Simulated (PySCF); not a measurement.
Species: C₃H₁₁AsBN.
Geometry (PBE0-D3(BJ)/def2-SVP, Å), atoms numbered from 1 in this order:
```
atom  x, y, z in Å
C1    -1.7585    0.6554   -0.5555
C2    -0.8957    0.0898    0.5623
N3     0.2501   -0.6669    0.0804
C4    -0.0465   -2.0490   -0.2348
B5     1.5177   -0.1238   -0.1207
As6    1.9816    1.8508    0.0874
H7    -1.1800    1.3600   -1.1722
H8    -2.6245    1.1941   -0.1419
H9    -2.1424   -0.1373   -1.2159
H10   -0.5328    0.9080    1.2014
H11   -1.5002   -0.5659    1.2133
H12    0.8481   -2.5412   -0.6347
H13   -0.8493   -2.1279   -0.9879
H14   -0.3782   -2.5974    0.6643
H15    2.3831   -0.8393   -0.5729
H16    1.3061    2.1126    1.4285
H17    3.3470    1.5986    0.7074
```

The closed-shell ground state was solved at several levels (PySCF, density fitting, gas phase). The calculation is non-relativistic and has no spin–orbit coupling, an omission that weighs most on arsenic.

```
                       level  basis functions  HOMO (eV)  LUMO (eV)  gap (eV)  dipole (D)
             B3LYP/def2-SVPD              226      -6.56      -0.32      6.24        2.63
           mPW1PW91/pcSseg-1              181      -6.80      -0.03      6.77        2.78
B3LYP/pcJ-1 (pcSseg-1 on As)              286      -6.55      -0.22      6.33        2.71
```

Question: What might PBE0/pcSseg-1 (181 basis functions) give for the same quantities?

Answer: HOMO -6.77 eV, LUMO -0.03 eV, gap 6.74 eV, dipole 2.78 D.

Question: Over all these levels, which gives the widest orbital gap and which the narrowest?

Answer: mPW1PW91/pcSseg-1 (global hybrid, 25 % exact exchange) has the widest, 6.77 eV, and B3LYP/def2-SVPD (global hybrid, 20 % exact exchange) the narrowest, 6.24 eV. Functional and basis both differ between the two, so the spread mixes both effects.

Question: How far do the dipole and the HOMO energy spread over the levels?

Answer: The dipole runs from 2.63 to 2.78 D (mean 2.72 D) and the HOMO from -6.80 to -6.55 eV.

One conformer stands for the species.
